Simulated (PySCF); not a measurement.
V (vanadium, neutral) across methods

[Ar] 3d2 4s2 5s1, high-spin 4F determinant (an excited configuration). All numbers are calculated (PySCF 2.14, the spin-free X2C one-electron Hamiltonian (Gaussian nucleus), in aug-cc-pVQZ-DK).

```json
{"method": "BHandHLYP", "E (hartree)": "-948.855", "mean ε 4s α (eV)": "-10.561", "mean ε 4s β (eV)": "-10.110", "mean ε 5s α (eV)": "-1.945", "Σ⟨r²⟩ (bohr²)": "113.1", "⟨S²⟩": "3.752"}
{"method": "UHF", "E (hartree)": "-947.85421", "mean ε 4s α (eV)": "-11.586", "mean ε 4s β (eV)": "-10.869", "mean ε 5s α (eV)": "-2.359", "Σ⟨r²⟩ (bohr²)": "120.6", "⟨S²⟩": "3.755"}
{"method": "B97-3", "E (hartree)": "-948.743", "mean ε 4s α (eV)": "-9.804", "mean ε 4s β (eV)": "-9.392", "mean ε 5s α (eV)": "-1.808", "Σ⟨r²⟩ (bohr²)": "112.7", "⟨S²⟩": "3.752"}
{"method": "LDA", "E (hartree)": "-946.627", "mean ε 4s α (eV)": "-9.341", "mean ε 4s β (eV)": "-8.786", "mean ε 5s α (eV)": "-1.627", "Σ⟨r²⟩ (bohr²)": "107.7", "⟨S²⟩": "3.751"}
{"method": "PBE", "E (hartree)": "-948.616", "mean ε 4s α (eV)": "-9.128", "mean ε 4s β (eV)": "-8.586", "mean ε 5s α (eV)": "-1.658", "Σ⟨r²⟩ (bohr²)": "108.1", "⟨S²⟩": "3.752"}
{"method": "r2SCAN", "E (hartree)": "-948.798", "mean ε 4s α (eV)": "-9.231", "mean ε 4s β (eV)": "-8.723", "mean ε 5s α (eV)": "-1.624", "Σ⟨r²⟩ (bohr²)": "109.4", "⟨S²⟩": "3.757"}
{"method": "PBE0", "E (hartree)": "-948.648", "mean ε 4s α (eV)": "-9.917", "mean ε 4s β (eV)": "-9.366", "mean ε 5s α (eV)": "-1.910", "Σ⟨r²⟩ (bohr²)": "110.2", "⟨S²⟩": "3.752"}
{"method": "PBEsol", "E (hartree)": "-947.578", "mean ε 4s α (eV)": "-9.155", "mean ε 4s β (eV)": "-8.611", "mean ε 5s α (eV)": "-1.637", "Σ⟨r²⟩ (bohr²)": "107.9", "⟨S²⟩": "3.752"}
```

The outer electron is Rydberg-like, and this basis confines it to a smaller radius and binds it less than a complete one would.
